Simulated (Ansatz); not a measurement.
**C2H3I (vinyl iodide): entropy by statistical mechanics**

A singlet with charge 0, relaxed at PBE0-D4/def2-TZVP (core potential) (Ansatz 0.2.0):

```xyz
6

C    -0.6230    0.0687   -0.4574
C     0.3729    0.1513    0.4044
I     1.8445   -1.3017    0.6086
H    -0.7488   -0.7712   -1.1295
H    -1.3556    0.8682   -0.5073
H     0.5099    0.9847    1.0812
```

Harmonic wavenumbers in cm⁻¹: 312, 560, 563, 948, 986, 1004, 1260, 1407, 1667, 3154, 3220, 3250.

Masses in u: C 12.011, I 126.904, H 1.008. Take T = 298.15 K, p = 1 bar, R = 8.3145 J/(mol K), kT/hc = 207.22 cm⁻¹, rigid rotor and harmonic oscillator.

**Question.** Compute the standard molar entropy.

**Answer.** 
1. Translation (Sackur–Tetrode): S = R[3/2 ln M + 5/2 ln T − 1.1517] with M = 153.95 gives 171.7 J/(mol K).
2. Rotation: principal moments 9.359, 154.402, 163.761 u Å² give A, B, C = 1.8013, 0.1092, 0.1029 cm⁻¹; the symmetry number is σ = 1; q = (√π/σ)√((kT/hc)³/ABC) = 37163; S = R(ln q + 3/2) = 100.0.
3. Vibration: with u = ν̃/207.22, each mode gives R[u/(eᵘ − 1) − ln(1 − e⁻ᵘ)]; the sum is 11.5, most from 312 cm⁻¹ (5.7), 560 cm⁻¹ (2.2), 563 cm⁻¹ (2.2).
4. Electronic: R ln 1 = 0.0, from the spin multiplicity alone.
5. Sum: 171.7 + 100.0 + 11.5 + 0.0 = 283.2 J/(mol K).

The tabulated value is 285.0 J/(mol K) (CRC Handbook of Chemistry and Physics): the model is off by -1.8.
